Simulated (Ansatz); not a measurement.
Gas-phase electronic energies from Ansatz, PBE0-D4/def2-TZVP geometries. CBS: MP2 limit from def2 TZ/QZ plus the TZ coupled-cluster correction, frozen cores. This one scheme is used for every species. Functionals use def2-TZVPP. B3LYP here is the variant with VWN-RPA as its local correlation; programs differ in this. def2 core potentials past Kr. For Te outer-core shells are correlated without core-valence functions, which leaves a few kJ/mol of doubt a bond. Each species was taken in one conformer, which may not be the lowest.

`O[SiH2]C[TeH]` + `N[SiH3]` → `N[SiH2][TeH]` + `C[SiH2]O`  (formal exchange of groups at a Te–C bond)

```json
{"level": "r2SCAN-D4", "ΔE (kJ/mol)": "-103.0", "difference from CCSD(T)/CBS": "-10.6"}
{"level": "ωB97M-V", "ΔE (kJ/mol)": "-96.5", "difference from CCSD(T)/CBS": "-4.1"}
{"level": "B2PLYP", "ΔE (kJ/mol)": "-97.6", "difference from CCSD(T)/CBS": "-5.2"}
{"level": "PBE", "ΔE (kJ/mol)": "-103.2", "difference from CCSD(T)/CBS": "-10.8"}
{"level": "r2SCAN", "ΔE (kJ/mol)": "-103.6", "difference from CCSD(T)/CBS": "-11.2"}
{"level": "B3LYP", "ΔE (kJ/mol)": "-101.2", "difference from CCSD(T)/CBS": "-8.8"}
{"level": "CCSD/def2-TZVPP", "ΔE (kJ/mol)": "-92.3", "difference from CCSD(T)/CBS": "0.1"}
{"level": "CCSD(T)/def2-TZVPP", "ΔE (kJ/mol)": "-90.2", "difference from CCSD(T)/CBS": "2.2"}
{"level": "HF/def2-QZVPP", "ΔE (kJ/mol)": "-102.8", "difference from CCSD(T)/CBS": "-10.4"}
{"level": "CCSD/CBS(def2)", "ΔE (kJ/mol)": "-94.5", "difference from CCSD(T)/CBS": "-2.1"}
{"level": "CCSD(T)/CBS", "ΔE (kJ/mol)": "-92.4", "difference from CCSD(T)/CBS": "0"}
```

Largest T1 diagnostic among the species: 0.011.

The D4 term adds +5.0 kJ/mol with B3LYP and +2.5 kJ/mol with PBE0; it sums over pairs of atoms, weighted by their polarisabilities, and B3LYP, whose exchange is more repulsive, gets the larger term. In def2-TZVPP, CCSD(T) changes the Hartree–Fock value by +12.9 kJ/mol (the triples alone add +2.1 kJ/mol) and MP2 by +10.4 kJ/mol.
